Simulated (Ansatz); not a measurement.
`[CH3][AlH][CH2][GaH2]`, 12 atoms. Total charge 0; spin multiplicity 1. Correlated methods include outer-core shells of Ga, which these sets cover unevenly. Scalar relativity is left out up to krypton. Hardware: A = 2 threads of an AMD EPYC 7R13 on a shared host; B = 2 threads of an AMD EPYC 7R13 on a shared host and a share of an NVIDIA H100 80 GB. Correlated methods freeze the cores. Open-shell runs search over several starts.

Task: Give the basis size and wall time and peak host memory of each of these runs in Ansatz. RKS r2SCANh-D4/def2-TZVPP energy [A]; UKS PBE-D4/def2-TZVPP energy of the cation [A]; RHF-CCSD(T)/def2-TZVPP energy [B]; UKS PBE0-D4/def2-TZVPP energy of the cation [A]; RKS PBE0-D4/def2-SVP energy [A]; UKS ωB97X-V/def2-TZVPP energy of the cation [A]; RHF-MP2/def2-QZVPP energy [B]; RKS ωB97X-V/def2-TZVPP energy [A]; direct RPA on PBE orbitals/def2-TZVPP energy [A]; RKS PBE-D4/def2-TZVPP energy and forces [A]; UKS r2SCAN-D4/def2-TZVPP energy of the cation [A]; UHF-CCSD(T)/def2-TZVPP energy of the cation [B]. (Estimate.)

Result: Computed: Other jobs shared the machine, so times are rough.

| level | job | functions | wall time | peak host memory (GiB) |
| --- | --- | --- | --- | --- |
| RKS PBE0-D4/def2-SVP | energy [A] | 118 | 2.1 s | 0.49 |
| RKS PBE-D4/def2-TZVPP | energy and forces [A] | 264 | 3.7 s | 0.39 |
| RHF-CCSD(T)/def2-TZVPP | energy [B] | 264 | 6.5 s | 0.82 |
| RHF-MP2/def2-QZVPP | energy [B] | 513 | 6.5 s | 1.1 |
| RKS r2SCANh-D4/def2-TZVPP | energy [A] | 264 | 8 s | 0.78 |
| direct RPA on PBE orbitals/def2-TZVPP | energy [A] | 264 | 8.5 s | 0.72 |
| RKS ωB97X-V/def2-TZVPP | energy [A] | 264 | 12 s | 0.93 |
| UKS PBE0-D4/def2-TZVPP | energy of the cation [A] | 264 | 28 s | 1.1 |
| UKS r2SCAN-D4/def2-TZVPP | energy of the cation [A] | 264 | 29 s | 0.6 |
| UKS PBE-D4/def2-TZVPP | energy of the cation [A] | 264 | 31 s | 0.92 |
| UHF-CCSD(T)/def2-TZVPP | energy of the cation [B] | 264 | 33 s | 0.84 |
| UKS ωB97X-V/def2-TZVPP | energy of the cation [A] | 264 | 51 s | 1.4 |
